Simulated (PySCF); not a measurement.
Computed IR spectrum (relative IR intensity) of a molecule C₂H₆BNO₂. Geometry optimised at PBE-D3(BJ)/def2-SVP. One conformer was computed; it need not be the lowest. Calculation: PBE-D3(BJ)/def2-SVP run with PySCF. Frequencies are harmonic and unscaled.

```csv
ν (cm⁻¹),relative intensity
293,12
403,54
556,2.1
625,5.2
702,2.1
812,11
850,4.3
951,17
964,3.8
984,28
1214,19
1297,13
1358,27
1387,65
1411,100
1544,66
1652,41
3082,6.2
3528,6.1
3636,9.1
3788,13
```

Q: Which molecule gave these data?
A. CC1OB(N)O1
B. C/N=C/B(O)O
C. C=COB(N)O
D. C/C=N/B(O)O

A: C, C=COB(N)O
